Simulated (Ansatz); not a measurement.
Reactions of CH$_{3}$BF$_{2}$S, SMILES `CSB(F)F`.

Gas-phase electronic energies from Ansatz, PBE0-D4/def2-TZVP geometries. CCSD(T)/CBS is the MP2 limit (def2-TZVPP, def2-QZVPP) plus CCSD(T) − MP2 in def2-TZVPP, frozen cores. This one scheme is used for every species. Functionals use def2-TZVPP. def2 core potentials past Kr. For Br, Ge, Mo, Sn outer-core shells are correlated without core-valence functions, which leaves a few kJ/mol of doubt a bond. Scalar relativity is left out up to krypton. One conformer a species, not always the lowest.

```json
{"reaction": "`CSB(F)F` + `[CH3][Mo]([NH2])(=[O])=[S]` → `CSB(N)F` + `[CH3][Mo](=[O])([F])=[S]`", "PBE-D4 (kcal/mol)": "-3.1", "CCSD(T)/CBS(def2) (kcal/mol)": "-0.8"}
{"reaction": "`CSB(F)F` + `C[O][Al]([OH])[SiH3]` → `CSB(F)[SiH3]` + `C[O][Al]([OH])[F]`", "PBE-D4 (kcal/mol)": "-0.2", "CCSD(T)/CBS(def2) (kcal/mol)": "-3.3"}
{"reaction": "`CSB(F)F` + `F[Si](F)(F)[GeH3]` → `FB(F)[Si](F)(F)F` + `C[S][GeH3]`", "PBE-D4 (kcal/mol)": "15.8", "CCSD(T)/CBS(def2) (kcal/mol)": "14.8"}
{"reaction": "`CSB(F)F` + `[SiH3][O][Sn][Cl]` → `FB(F)Cl` + `C[S][Sn][O][SiH3]`", "PBE-D4 (kcal/mol)": "7.0", "CCSD(T)/CBS(def2) (kcal/mol)": "7.8"}
{"reaction": "`CSB(F)F` + `[OH][Al]([F])[Br]` → `CSB(O)F` + `[F][Al]([F])[Br]`", "PBE-D4 (kcal/mol)": "-6.2", "CCSD(T)/CBS(def2) (kcal/mol)": "-7.2"}
{"reaction": "`CSB(F)F` + CH₃NH₂ → `CNB(F)F` + CH₃SH", "PBE-D4 (kcal/mol)": "-11.6", "CCSD(T)/CBS(def2) (kcal/mol)": "-13.4"}
{"reaction": "`CSB(F)F` + `C=[CH][SnH3]` → `C=CB(F)F` + `C[S][SnH3]`", "PBE-D4 (kcal/mol)": "-7.5", "CCSD(T)/CBS(def2) (kcal/mol)": "-8.3"}
{"reaction": "`CSB(F)F` + `[F][AlH][NH][SiH3]` → `FB(F)N[SiH3]` + `C[S][AlH][F]`", "PBE-D4 (kcal/mol)": "-11.4", "CCSD(T)/CBS(def2) (kcal/mol)": "-11.9"}
{"reaction": "`CSB(F)F` + `C=C` → `C=CB(F)F` + CH₃SH", "PBE-D4 (kcal/mol)": "10.7", "CCSD(T)/CBS(def2) (kcal/mol)": "9.7"}
{"reaction": "`CSB(F)F` + `[CH3][Mo](=[O])(=[O])[Cl]` → `CSB(F)Cl` + `[CH3][Mo](=[O])(=[O])[F]`", "PBE-D4 (kcal/mol)": "12.3", "CCSD(T)/CBS(def2) (kcal/mol)": "16.2"}
```

Largest T1 diagnostic: 0.025, for `[CH3][Mo](=[O])([F])=[S]`, so its coupled-cluster energy is less sure.
